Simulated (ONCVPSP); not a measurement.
# Varying the ONCV potential for Tc

Base potential:

* Element: Tc (Z = 43)
* Generator: ONCVPSP 4.0.1
* Type: optimised norm-conserving Vanderbilt (ONCV)
* Functional: PBE
* Relativity: scalar-relativistic
* Frozen core: [Ar] 3d10
* Valence charge: 15
* Reference configuration: 4s2 4p6 4d5 5s0.5 (charge +1.5)
* Partial waves: 4s+5s: rc 1.75 bohr, ncon 4, nbas 8, qcut 8.8 1/bohr, 2 projectors; 4p: rc 1.95 bohr, ncon 4, nbas 9, qcut 6.7 1/bohr, 2 projectors, debl 3.1 Ha; 4d: rc 2.45 bohr, ncon 4, nbas 9, qcut 5.4 1/bohr, 3 projectors, debl 1.9 Ha
* Local potential: polynomial inside 1.45 bohr (lpopt 3, dvloc0 0 Ha)
* Core correction: Teter function fitted to the true core (icmod 2), fcfact 0.2

Cutoffs, loose and tight: the cutoffs (Ha) at which the residual kinetic energy of the hardest occupied pseudo-wave falls to 1 and 0.1 mHa per electron. They do not see the model core or the augmentation charge, which bear on the density cutoff. Test errors are all-electron minus pseudo excitation energies from the reference, over the configurations 4s2 4p6 4d5 5s2; 4s2 4p6 4d5 5s1; 4s2 4p6 4d5 5s0; 4s2 4p6 4d4 5s2. A dash means not determined; rows that change the core or the reference have their own tests.

| change | outcome | cutoff, loose | cutoff, tight | bound ghosts | GHOST(+) flags above zero | largest test error (meV) |
| --- | --- | --- | --- | --- | --- | --- |
| base | generated | 23 Ha | 27 Ha | none | none | +68 |
| all radii but the core radius scaled by about 0.80 (s 1.40, p 1.56, d 1.96 bohr); local potential polynomial inside 1.16 bohr (lpopt 3, dvloc0 0 Ha) | generated | 29 Ha | 74 Ha | none | s | +25 |
| all radii but the core radius scaled by about 0.87 (s 1.52, p 1.68, d 2.12 bohr); local potential polynomial inside 1.26 bohr (lpopt 3, dvloc0 0 Ha) | generated | 26 Ha | 53 Ha | none | s | +37 |
| all radii but the core radius scaled by about 0.97 (s 1.70, p 1.88, d 2.38 bohr); local potential polynomial inside 1.40 bohr (lpopt 3, dvloc0 0 Ha) | generated | 23 Ha | 28 Ha | none | none | +61 |
| all radii but the core radius scaled by about 1.22 (s 2.14, p 2.38, d 3.00 bohr); local potential polynomial inside 1.78 bohr (lpopt 3, dvloc0 0 Ha) | generated, projector energies reset by the program | 20 Ha | 24 Ha | none | none | +129 |
| all radii but the core radius scaled by about 1.30 (s 2.28, p 2.54, d 3.20 bohr); local potential polynomial inside 1.90 bohr (lpopt 3, dvloc0 0 Ha) | generated, projector energies reset by the program | 15 Ha | 20 Ha | none | none | +145 |

Task: What comes out with this change to the base: all radii but the core radius scaled by about 1.04 (s 1.82, p 2.02, d 2.54 bohr); local potential polynomial inside 1.50 bohr (lpopt 3, dvloc0 0 Ha)?

Result: outcome: generated; cutoff, loose: 22 Ha; cutoff, tight: 26 Ha; bound ghosts: none; GHOST(+) flags above zero: s, d; largest test error (meV): +77.

Task: What comes out with this change to the base: all radii but the core radius scaled by about 1.12 (s 1.96, p 2.18, d 2.74 bohr); local potential polynomial inside 1.62 bohr (lpopt 3, dvloc0 0 Ha)?

Result: outcome: generated, projector energies reset by the program; cutoff, loose: 21 Ha; cutoff, tight: 25 Ha; bound ghosts: none; GHOST(+) flags above zero: none; largest test error (meV): +97.

Reading the sweep of the scale of all radii but the core radius (base = 1) (base included, trends over the rows without a ghost): The loose cutoff falls from 29 Ha at 0.8 to 15 Ha at 1.3. A larger radius leaves more room for a smooth pseudo-wave, so fewer plane waves are needed; a smaller one forces it to follow the all-electron wave where it bends sharply. The median size of the test errors (rows with all tests solved) is not monotonic: lowest 1.4 meV at 1, highest 16.9 meV at 1.3.
